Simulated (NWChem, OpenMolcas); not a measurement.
GeH3F (fluorogermane): the dipole moment, rung by rung

The species is GeH3F (5 atoms), meant as a singlet with charge 0. As SMILES, `[F][GeH3]`. Geometry: relaxed at PBE0-D4/def2-TZVP.

Quantity: the dipole moment, in D. The values are calculated.

```json
{"level": "SVWN5/aug-cc-pVDZ", "kind": "LDA", "program": "OpenMolcas", "value (D)": "2.15", "CPU time": "19 s"}
{"level": "BLYP/aug-cc-pVDZ", "kind": "GGA", "program": "OpenMolcas", "value (D)": "?", "CPU time": "25 s"}
{"level": "PBE/aug-cc-pVDZ", "kind": "GGA", "program": "OpenMolcas", "value (D)": "?", "CPU time": "26 s"}
{"level": "revPBE/aug-cc-pVDZ", "kind": "GGA", "program": "NWChem", "value (D)": "2.05", "CPU time": "64 s"}
{"level": "M06-L/aug-cc-pVDZ", "kind": "meta-GGA", "program": "OpenMolcas", "value (D)": "2.18", "CPU time": "34 s"}
{"level": "TPSS/aug-cc-pVDZ", "kind": "meta-GGA", "program": "OpenMolcas", "value (D)": "2.05", "CPU time": "35 s"}
{"level": "PBE0/aug-cc-pVDZ", "kind": "global hybrid", "program": "NWChem", "value (D)": "2.21", "CPU time": "62 s"}
{"level": "wB97X/aug-cc-pVDZ", "kind": "range-separated hybrid", "program": "NWChem", "value (D)": "2.26", "CPU time": "2 min"}
```

Question: Estimate what the levels marked ? give.

Answer: As computed at these levels: BLYP/aug-cc-pVDZ: 2.09 D; PBE/aug-cc-pVDZ: 2.08 D. All-electron rows without a relativistic Hamiltonian named are non-relativistic. The values span 2.05 to 2.26 D. CPU times are rough (shared hosts, several kinds of processor): they show what a rung costs within a factor of a few.
